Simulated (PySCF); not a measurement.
PySCF input (BP86/def2-SVP):

```python
from pyscf import gto, dft

mol = gto.M(
    atom='''
    C     2.98277000   -0.09216400    0.02749200
    C     1.56114000    0.16464400   -0.45672700
    N     0.57445100   -0.25193200    0.49685100
    Ge   -1.21912500    0.02211200    0.03097000
    H     3.13133800   -1.15492200    0.22231000
    H     3.17068900    0.44964900    0.95531200
    H     3.71344000    0.23088200   -0.71751400
    H     1.42779800    1.23211600   -0.70160800
    H     1.39060100   -0.35204900   -1.41771200
    H    -1.95168800    0.48691200    1.29805400
    H    -1.37802900    1.06535100   -1.09997300
    H    -1.77676500   -1.33688000   -0.43245900
    ''',
    basis='def2-svp',
    charge=0,
    spin=1,
    verbose=4,
)

mf = dft.UKS(mol, xc='bp86')
mf.grids.level = 3
mf.conv_tol = 1e-9
mf.max_cycle = 100
mf.max_memory = 1500
mf.kernel()
if not mf.converged:
    mf = mf.newton()
    mf.kernel(mf.make_rdm1())
mo, _, stable, _ = mf.stability(return_status=True)
if not stable:
    mf.kernel(mf.make_rdm1(mo, mf.mo_occ))
    stable = mf.stability(return_status=True)[2]
mf.dip_moment()
```

Output:

```
PySCF version 2.14.0

[INPUT] verbose = 4
[INPUT] num. atoms = 12
[INPUT] num. electrons = 59
[INPUT] charge = 0
[INPUT] spin (= nelec alpha-beta = 2S) = 1
[INPUT] symmetry False subgroup None
[INPUT] Mole.unit = angstrom
[INPUT] Symbol           X                Y                Z      unit          X                Y                Z       unit  Magmom
[INPUT]  1 C      2.982770000000  -0.092164000000   0.027492000000 AA    5.636618392569  -0.174164718544   0.051952350617 Bohr   0.0
[INPUT]  2 C      1.561140000000   0.164644000000  -0.456727000000 AA    2.950127042104   0.311132068053  -0.863088943694 Bohr   0.0
[INPUT]  3 N      0.574451000000  -0.251932000000   0.496851000000 AA    1.085555061983  -0.476082482014   0.938912314716 Bohr   0.0
[INPUT]  4 Ge    -1.219125000000   0.022112000000   0.030970000000 AA   -2.303812361610   0.041785624066   0.058524818078 Bohr   0.0
[INPUT]  5 H      3.131338000000  -1.154922000000   0.222310000000 AA    5.917371223443  -2.182486275235   0.420105014752 Bohr   0.0
[INPUT]  6 H      3.170689000000   0.449649000000   0.955312000000 AA    5.991733836171   0.849713462185   1.805278043510 Bohr   0.0
[INPUT]  7 H      3.713440000000   0.230882000000  -0.717514000000 AA    7.017384580005   0.436303747092  -1.355904950541 Bohr   0.0
[INPUT]  8 H      1.427798000000   1.232116000000  -0.701608000000 AA    2.698147181202   2.328361793695  -1.325846966804 Bohr   0.0
[INPUT]  9 H      1.390601000000  -0.352049000000  -1.417712000000 AA    2.627855038546  -0.665276192427  -2.679087403509 Bohr   0.0
[INPUT] 10 H     -1.951688000000   0.486912000000   1.298054000000 AA   -3.688155800600   0.920130326764   2.452966554896 Bohr   0.0
[INPUT] 11 H     -1.378029000000   1.065351000000  -1.099973000000 AA   -2.604097401708   2.013221616532  -2.078647714416 Bohr   0.0
[INPUT] 12 H     -1.776765000000  -1.336880000000  -0.432459000000 AA   -3.357599237713  -2.526337061409  -0.817229070103 Bohr   0.0

nuclear repulsion = 258.177868524591
number of shells = 54
number of NR pGTOs = 202
number of NR cGTOs = 114
basis = def2-svp
ecp = {}

******** <class 'pyscf.dft.uks.UKS'> ********
method = UKS
initial guess = minao
damping factor = 0
level_shift factor = 0
DIIS = <class 'pyscf.scf.diis.CDIIS'>
diis_start_cycle = 1
diis_space = 8
diis_damp = 0
SCF conv_tol = 1e-09
SCF conv_tol_grad = None
SCF max_cycles = 100
direct_scf = True
direct_scf_tol = 1e-13
number electrons alpha = 30  beta = 29
XC library pyscf.dft.libxc version 7.1.2
    S. Lehtola, C. Steigemann, M. J. T. Oliveira, and M. A. L. Marques,  SoftwareX 7, 1–5 (2018)
XC functionals = bp86
    A. D. Becke,  Phys. Rev. A 38, 3098 (1988)
    J. P. Perdew,  Phys. Rev. B 33, 8822 (1986)
    J. P. Perdew,  Phys. Rev. B 34, 7406–7406 (1986)
radial grids:
    Treutler-Ahlrichs [JCP 102, 346 (1995); DOI:10.1063/1.469408] (M4) radial grids

becke partition: Becke, JCP 88, 2547 (1988); DOI:10.1063/1.454033
pruning grids: <function nwchem_prune>
grids dens level: 3
symmetrized grids: False
atomic radii adjust function: <function treutler_atomic_radii_adjust>
small_rho_cutoff = 0
Set gradient conv threshold to 3.16228e-05
tot grids = 141248
init E= -2211.97726417101
  alpha nocc = 30  HOMO = -0.242681940073732  LUMO = -0.0308367264082268
  beta  nocc = 29  HOMO = -0.286970732207649  LUMO = -0.242681940073732

WARN: HOMO -0.242681940073732 >= LUMO -0.242681940073732

cycle= 1 E= -2212.53578337179  delta_E= -0.559  |g|= 0.449  |ddm|=  2.4
  alpha nocc = 30  HOMO = -0.14103649572905  LUMO = 0.00229394634417313
  beta  nocc = 29  HOMO = -0.128103372183686  LUMO = -0.0819466727057527
  HOMO = -0.128103372184  LUMO = -0.0819466727058  gap/eV = 1.25599
cycle= 2 E= -2212.38141211006  delta_E= 0.154  |g|= 0.736  |ddm|= 1.26
  alpha nocc = 30  HOMO = -0.234177711227189  LUMO = 0.00390282105087847
  beta  nocc = 29  HOMO = -0.223057905253901  LUMO = -0.167423472818779
  HOMO = -0.223057905254  LUMO = -0.167423472819  gap/eV = 1.51389
cycle= 3 E= -2212.59626657225  delta_E= -0.215  |g|= 0.156  |ddm|= 1.02
  alpha nocc = 30  HOMO = -0.208802147545336  LUMO = 0.00567341015667155
  beta  nocc = 29  HOMO = -0.196452990076046  LUMO = -0.138014697452066
  HOMO = -0.196452990076  LUMO = -0.138014697452  gap/eV = 1.59019
cycle= 4 E= -2212.6080380452  delta_E= -0.0118  |g|= 0.0408  |ddm|= 0.214
  alpha nocc = 30  HOMO = -0.217064265790234  LUMO = 0.00135262767413336
  beta  nocc = 29  HOMO = -0.203368115761372  LUMO = -0.14283821461862
  HOMO = -0.203368115761  LUMO = -0.142838214619  gap/eV = 1.64710
cycle= 5 E= -2212.6087758067  delta_E= -0.000738  |g|= 0.0138  |ddm|= 0.0659
  alpha nocc = 30  HOMO = -0.217883026178998  LUMO = 0.00184482477789683
  beta  nocc = 29  HOMO = -0.203503370937772  LUMO = -0.1421177440692
  HOMO = -0.203503370938  LUMO = -0.142117744069  gap/eV = 1.67039
cycle= 6 E= -2212.60887530871  delta_E= -9.95e-05  |g|= 0.0042  |ddm|= 0.0177
  alpha nocc = 30  HOMO = -0.217604708332507  LUMO = 0.00228650822222853
  beta  nocc = 29  HOMO = -0.202999194236604  LUMO = -0.14149860485658
  HOMO = -0.202999194237  LUMO = -0.141498604857  gap/eV = 1.67352
cycle= 7 E= -2212.60888369859  delta_E= -8.39e-06  |g|= 0.000943  |ddm|= 0.00506
  alpha nocc = 30  HOMO = -0.21778467398983  LUMO = 0.00220403215556741
  beta  nocc = 29  HOMO = -0.203046825848697  LUMO = -0.141497143261335
  HOMO = -0.203046825849  LUMO = -0.141497143261  gap/eV = 1.67485
cycle= 8 E= -2212.60888419973  delta_E= -5.01e-07  |g|= 0.000373  |ddm|= 0.00165
  alpha nocc = 30  HOMO = -0.217789273937292  LUMO = 0.00219642589856228
  beta  nocc = 29  HOMO = -0.203036815955268  LUMO = -0.141466456393887
  HOMO = -0.203036815955  LUMO = -0.141466456394  gap/eV = 1.67541
cycle= 9 E= -2212.60888425812  delta_E= -5.84e-08  |g|= 0.000126  |ddm|= 0.000487
  alpha nocc = 30  HOMO = -0.217782365519918  LUMO = 0.00220695791647296
  beta  nocc = 29  HOMO = -0.203025283568991  LUMO = -0.141458098738253
  HOMO = -0.203025283569  LUMO = -0.141458098738  gap/eV = 1.67533
cycle= 10 E= -2212.60888426589  delta_E= -7.78e-09  |g|= 3.51e-05  |ddm|= 0.000192
  alpha nocc = 30  HOMO = -0.217786201986004  LUMO = 0.00220487949393844
  beta  nocc = 29  HOMO = -0.203026268533398  LUMO = -0.141462601947392
  HOMO = -0.203026268533  LUMO = -0.141462601947  gap/eV = 1.67523
cycle= 11 E= -2212.60888426674  delta_E= -8.46e-10  |g|= 7.74e-06  |ddm|= 6.47e-05
  alpha nocc = 30  HOMO = -0.217784492387562  LUMO = 0.00220530051179768
  beta  nocc = 29  HOMO = -0.203024011025935  LUMO = -0.141460736278626
  HOMO = -0.203024011026  LUMO = -0.141460736279  gap/eV = 1.67522
Extra cycle  E= -2212.60888426676  delta_E= -1.55e-11  |g|= 7.7e-06  |ddm|= 2.05e-05
converged SCF energy = -2212.60888426676  <S^2> = 0.75302391  2S+1 = 2.0030216
uhf_internal: lowest eigs of H = [0.54913107 0.56741095 0.56896526]
<class 'pyscf.dft.uks.UKS'> wavefunction is stable in the internal stability analysis
Dipole moment(X, Y, Z, Debye):  0.11909,  0.56762, -1.25510
```

The geometry given is a B3LYP-D3(BJ)/def2-TZVP minimum.
